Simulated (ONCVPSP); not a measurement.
## Zn: ONCV pseudisation with LDA (Perdew-Wang 92), scalar-relativistic reference atom.

```json
{
 "Element": "Zn",
 "Generator": "ONCVPSP 4.0.1",
 "Type": "optimised norm-conserving Vanderbilt (ONCV)",
 "Functional": "LDA (Perdew-Wang 92)",
 "Relativity": "scalar-relativistic",
 "Frozen core": "[Ne] 3s2",
 "Valence charge": "18",
 "Reference configuration": "3p6 3d10 4s2",
 "Partial waves": "4s: rc 2.20 bohr, ncon 4, nbas 7, qcut 2.8 1/bohr, 1 projector; 3p: rc 0.65 bohr, ncon 5, nbas 8, qcut 10.4 1/bohr, 2 projectors, debl 3 Ha; 3d: rc 1.25 bohr, ncon 4, nbas 8, qcut 11.6 1/bohr, 2 projectors, debl 0.8 Ha",
 "Local potential": "polynomial inside 0.50 bohr (lpopt 4, dvloc0 3 Ha)",
 "Core correction": "polynomial model core, fcfact 0.4"
}
```

In the p channel the program set the typed energies aside and used -3.060, 0.250 Ha.

Problem. Does the generator finish with these settings?

Solution. Yes, a potential is produced and its reference levels are reproduced.

Problem. Estimate the cutoffs (Ha) at which the residual kinetic energy of the hardest occupied pseudo-wave falls to 1 and 0.1 mHa per electron.

Solution. 274 Ha and 400 Ha.

Problem. Does the potential have ghost states?

Solution. Ghosts flagged at negative energy: s at -362.2 eV; no localised positive-energy state flagged. A true bound ghost makes a file unfit for plane-wave use.

Problem. Which valence shell sets the plane-wave cutoff?

Solution. 3p: 274 Ha for 1 mHa per electron, against 59 Ha for 3d.

Problem. Tests: 3p6 3d10 4s1; 3p6 3d10 4s0; 3p6 3d9 4s0; 3p6 3d9 4s2. Which has the largest error in its energy relative to the reference configuration, and how large is it?

Solution. 3p6 3d9 4s2, with +98 meV (all-electron minus pseudo) on +18.21 eV.
